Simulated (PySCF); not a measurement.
Mapped SMILES: `[cH:1]1[cH:2][cH:3][c:4](-[c:5]2[cH:6][cH:7][n:8][cH:9][cH:10]2)[cH:11][cH:12]1` (H(Xn): hydrogen on atom n).

GIAO PBE0/pcSseg-1 shifts (PySCF, gas phase, non-relativistic, equivalent atoms averaged), each against references optimised in the same way as the molecule (TMS, NH3).

On the GFN2-xTB geometry: C7/C9 156.3, C5 155.9, C4 146.8, C2/C12 134.7, C1 134.3, C3/C11 133.7, C6/C10 127.2, N8 355.6, H(C7)/H(C9) 9.06, H(C3)/H(C11) 7.84, H(C2)/H(C12) 7.82, H(C1) 7.76, H(C6)/H(C10) 7.51 ppm.

Problem. What changes on the GFN2-xTB geometry?

Solution. 
```csv
atoms,δ (ppm),change
C7/C9,156.3,+0.0
C5,155.9,+0.0
C4,146.8,+0.0
C2/C12,134.7,+0.0
C1,134.3,+0.0
C3/C11,133.7,+0.0
C6/C10,127.2,+0.0
N8,355.6,+0.0
H(C7)/H(C9),9.06,+0.00
H(C3)/H(C11),7.84,+0.00
H(C2)/H(C12),7.82,+0.00
H(C1),7.76,+0.00
H(C6)/H(C10),7.51,+0.00
```

Bonds between heavy atoms that differ most (equivalent bonds averaged): C4–C5 1.470 → 1.470 Å. Mean change of bonds to hydrogen: C–H +0.000 Å.
